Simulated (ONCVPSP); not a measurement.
## Scattering properties, ONCV potential for molybdenum

molybdenum, optimised norm-conserving Vanderbilt (ONCV), made with ONCVPSP 4.0.1 (PW91, scalar-relativistic). Core [Ar] 3d10 4s2, reference 4p6 4d5 5s1. Waves: 5s: rc 3.05 bohr, ncon 3, nbas 6, qcut 2.2 1/bohr, 2 projectors, debl 2.2 Ha; 4p: rc 1.90 bohr, ncon 4, nbas 7, qcut 6.3 1/bohr, 3 projectors, debl 1.5 Ha; 4d: rc 1.90 bohr, ncon 4, nbas 8, qcut 9.7 1/bohr, 2 projectors, debl 1.3 Ha. Local part: polynomial inside 1.60 bohr (lpopt 5, dvloc0 0 Ha). Core correction: polynomial model core, fcfact 0.3.

The phase is arctan(r·R′/R) of the radial function R(r), unwrapped; energies in Ha, scanned from -3 to 5 Ha. A pole is an energy at which the radial function vanishes at the test radius. The pseudo phase is shifted by a multiple of π to meet the all-electron one at the reference energy, and phase errors are pseudo minus all-electron; the curves can meet again beyond the range given. Levels narrower than the energy grid can be missing from the lists of poles. n/a: not evaluated, since a narrow level or a reset projector energy made the automatic matching unsafe.

```json
{"channel": "s", "radius (bohr)": "3.09", "reference energy (Ha)": "-0.15", "poles, all-electron": "0.61, 3.79", "poles, pseudo": "0.61, 3.33", "unbroken range about the reference energy with phases within 0.05 rad": "n/a", "phase error 1 Ha above the reference energy (rad)": "n/a"}
{"channel": "p", "radius (bohr)": "1.93", "reference energy (Ha)": "-1.42", "poles, all-electron": "-1.01", "poles, pseudo": "-1.01", "unbroken range about the reference energy with phases within 0.05 rad": "the whole range", "phase error 1 Ha above the reference energy (rad)": "-0.000"}
{"channel": "d", "radius (bohr)": "1.93", "reference energy (Ha)": "-0.14", "poles, all-electron": "0.79", "poles, pseudo": "0.79", "unbroken range about the reference energy with phases within 0.05 rad": "the whole range", "phase error 1 Ha above the reference energy (rad)": "+0.000"}
```

Note: ghosts flagged at negative energy: s at -2.20 eV; GHOST(+) flagged for p at 50.4 eV. A true bound ghost makes a file unfit for plane-wave use.

Phases in the d channel:

```csv
E (Ha),all-electron,pseudo
-2.98,1.281,1.281
-2.76,1.264,1.264
-2.54,1.243,1.243
-2.32,1.218,1.218
-2.10,1.188,1.187
-1.88,1.148,1.148
-1.66,1.095,1.095
-1.44,1.021,1.021
-1.22,0.909,0.909
-1.00,0.726,0.726
-0.78,0.401,0.401
-0.56,-0.141,-0.141
-0.34,-0.712,-0.712
-0.12,-1.076,-1.076
0.10,-1.281,-1.281
0.32,-1.408,-1.408
0.54,-1.496,-1.496
0.76,-1.563,-1.563
0.98,-1.619,-1.619
1.20,-1.671,-1.671
1.42,-1.721,-1.721
1.64,-1.776,-1.776
1.86,-1.839,-1.839
2.08,-1.918,-1.918
2.30,-2.028,-2.028
2.52,-2.194,-2.194
2.74,-2.468,-2.468
2.96,-2.917,-2.918
3.18,-3.468,-3.469
3.40,-3.882,-3.883
3.62,-4.128,-4.129
3.84,-4.277,-4.278
4.06,-4.373,-4.374
4.28,-4.441,-4.441
4.50,-4.491,-4.491
4.72,-4.530,-4.530
4.94,-4.561,-4.561
```
